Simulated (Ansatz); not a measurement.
A nudged elastic band was laid between two geometries of BrClZn + H2 (5 atoms, charge 0, multiplicity 1).

Theory: RKS PBE0-D4/def2-SVP (Ansatz 0.2.0).

```
movable images  : 7
climbing image  : yes
spring          : 5.0 eV/Å²
optimiser       : quadratic models (default)
start path      : through a guess of the saddle point
force threshold : 0.05 eV/Å
iteration limit : 60
end points      : relaxed
```

First end point:

```xyz
5
Properties=species:S:1:pos:R:3
Zn -0.580 -0.697 -0.295
Br 0.830 -1.492 -1.834
Cl -2.050 -0.105 1.096
H 1.186 1.066 0.276
H 0.614 1.229 0.756
```

Last end point:

```xyz
5
Properties=species:S:1:pos:R:3
Zn -0.772 0.448 0.854
Br 0.830 -0.855 -1.257
Cl -2.250 -1.015 0.389
H 2.076 -0.164 -1.355
H 0.116 1.586 1.369
```

(1) What changes between the two ends?

(2) What energy profile does the band end with?

(3) What is the geometry of the highest image?

(4) What are the harmonic wavenumbers there?

Answers

(1) Bonds broken: H4–H5. Bonds formed: Zn1–H5, Br2–H4. BrClZn + H2 becomes BrClH2Zn.

(2) The run converged. The highest image is number 4 of 0 to 8, 1.44 eV above the first end and 0.39 eV above the last; the last end lies 1.06 eV above the first. A vibrational analysis at the climbing image gives one clearly imaginary mode, 750i cm⁻¹: a first-order saddle point. The orbitals stay closed-shell, which can raise the energy where a bond breaks towards radicals; this wasn't checked here.

```json
{"image": "0", "path coordinate (Å)": "0.00", "energy (eV)": "0.00", "H4–H5 (Å)": "0.76", "Zn1–H5 (Å)": "2.50", "Br2–H4 (Å)": "3.34"}
{"image": "1", "path coordinate (Å)": "0.48", "energy (eV)": "0.04", "H4–H5 (Å)": "0.77", "Zn1–H5 (Å)": "2.50", "Br2–H4 (Å)": "2.87"}
{"image": "2", "path coordinate (Å)": "0.96", "energy (eV)": "0.25", "H4–H5 (Å)": "0.78", "Zn1–H5 (Å)": "2.23", "Br2–H4 (Å)": "2.47"}
{"image": "3", "path coordinate (Å)": "1.44", "energy (eV)": "0.86", "H4–H5 (Å)": "0.85", "Zn1–H5 (Å)": "1.88", "Br2–H4 (Å)": "2.06"}
{"image": "4", "path coordinate (Å)": "1.92", "energy (eV)": "1.44", "H4–H5 (Å)": "1.19", "Zn1–H5 (Å)": "1.65", "Br2–H4 (Å)": "1.64"}
{"image": "5", "path coordinate (Å)": "2.49", "energy (eV)": "1.20", "H4–H5 (Å)": "1.78", "Zn1–H5 (Å)": "1.55", "Br2–H4 (Å)": "1.45"}
{"image": "6", "path coordinate (Å)": "3.05", "energy (eV)": "1.12", "H4–H5 (Å)": "2.41", "Zn1–H5 (Å)": "1.54", "Br2–H4 (Å)": "1.43"}
{"image": "7", "path coordinate (Å)": "3.62", "energy (eV)": "1.07", "H4–H5 (Å)": "3.09", "Zn1–H5 (Å)": "1.54", "Br2–H4 (Å)": "1.43"}
{"image": "8", "path coordinate (Å)": "4.18", "energy (eV)": "1.06", "H4–H5 (Å)": "3.78", "Zn1–H5 (Å)": "1.53", "Br2–H4 (Å)": "1.43"}
```

(3) 
```xyz
5
Properties=species:S:1:pos:R:3:forces:R:3
Zn -0.534 0.084 0.396 -0.01 0.02 0.02
Br 1.027 -0.894 -1.484 0.02 0.00 -0.02
Cl -2.481 -0.512 0.947 0.01 0.00 -0.01
H 1.164 0.310 -0.377 -0.02 -0.01 0.00
H 0.824 1.011 0.518 0.00 0.00 0.00
```

(4) 750i, 85, 236, 265, 428, 890, 936, 1264, 1675 cm⁻¹.

Time of the run: 2.5 min on 2 threads of Arm Neoverse V2, with other jobs on the host, peak memory 0.21 GiB.
